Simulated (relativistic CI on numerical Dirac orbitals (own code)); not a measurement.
A reference radial Dirac CI calculation of Dy2+ gave the lowest total energy -12141.83637 Ha in 28 SCF steps, from this input:

```
atom Dy  Z=66  charge=2  electrons=64
nucleus A=164  rms_radius_fm=5.2218
hamiltonian dirac-coulomb  breit=on  qed=on  c_scale=1
orbitals kli  potential=per-configuration
slater_scale 1
correlation none
mixing on
grid step=0.0125 r_max=67.1
scf mixing=0.4 start=green max_iterations=150 tolerance=2e-08 node_fill=0.05
configurations
  [Xe] 4f10
  [Kr] 4d10 4f12 5s2 5p4
end
```

One setting was then changed (and the iteration limit cut to 63), and the output read:

```
SCF 1: [Xe] 4f10
 iter      energy (Ha)   residual   last orbital (Ha)
    1    -10896.425560   2.68e+00     -3.05552
    2    -10917.795254   4.77e-01     -1.95684
    3    -10918.400241   1.66e-01     -1.78460
    4    -10918.565485   9.47e-02     -1.78020
    5    -10918.587291   1.16e-02     -1.75083
    6    -10918.584357   3.75e-03     -1.76958
    7    -10918.583976   3.93e-04     -1.76686
    8    -10918.583938   5.79e-05     -1.76668
    9    -10918.583937   3.33e-05     -1.76674
   10    -10918.583944   6.20e-06     -1.76676
   11    -10918.583943   2.37e-07     -1.76676
   12    -10918.583943   1.16e-07     -1.76676
   13    -10918.583943   1.00e-10     -1.76676
SCF 2: [Kr] 4d10 4f12 5s2 5p4
 iter      energy (Ha)   residual   last orbital (Ha)
    1    -10887.930596   3.07e+00     -3.05552
    2    -10915.977566   4.03e-01     -1.85729
    3    -10916.469194   1.93e-01     -1.72693
    4    -10916.621822   2.69e-02     -1.64450
    5    -10916.603492   4.71e-02     -1.64371
    6    -10916.619250   1.63e-02     -1.66302
    7    -10916.618525   9.95e-03     -1.66058
    8    -10916.617910   5.91e-03     -1.65957
    9    -10916.616926   1.80e-04     -1.65809
   10    -10916.616903   1.05e-05     -1.65799
   11    -10916.616906   1.62e-06     -1.65799
   12    -10916.616906   1.27e-07     -1.65799
   13    -10916.616906   1.60e-07     -1.65799
   14    -10916.616906   4.31e-09     -1.65799
orbital energies (Ha): 4p3/2 -11.3598  4d3/2 -6.8203  4d5/2 -6.5692  5s -2.1407  4f5/2 -1.0863  4f7/2 -1.0518  5p1/2 -1.9001  5p3/2 -1.7668
configuration averages (Ha): Dirac-Coulomb, Breit, QED
  4f10 5p6                    -10918.583943    8.370351    2.369165
  4f12 5p4                    -10916.616906    8.360134    2.368234
levels: no., configuration, term, J, E (cm-1), weight
   1 4f10 5p6               5I   8                0.0  0.95
   2 4f10 5p6               5I   7             4438.6  0.98
   3 4f10 5p6               5I   6             7672.0  0.97
   4 4f10 5p6               5I   5            10106.2  0.95
   5 4f10 5p6               5I   4            12004.0  0.93
   6 4f10 5p6               5F   5            18619.7  0.81
   7 4f10 5p6               5S   2            21278.2  0.76
   8 4f10 5p6               3K   8            21434.3  0.79
   9 4f10 5p6               5F   4            21490.2  0.93
  10 4f10 5p6               5F   3            23277.4  0.92
  11 4f10 5p6               5F   2            23767.0  0.69
  12 4f10 5p6               5F   1            24811.6  0.82
  13 4f10 5p6               3K   7            25722.7  0.88
  14 4f10 5p6               3H   6            26066.2  0.54
lowest total energy -10908.087900 Ha
end: converged
```

Which setting was changed?
A. SCF mixing
B. configuration list
C. start potential
D. nuclear radius

D. The nuclear radius 522.18 fm. This setting is bad on purpose; its numbers may not be properties of the ion.
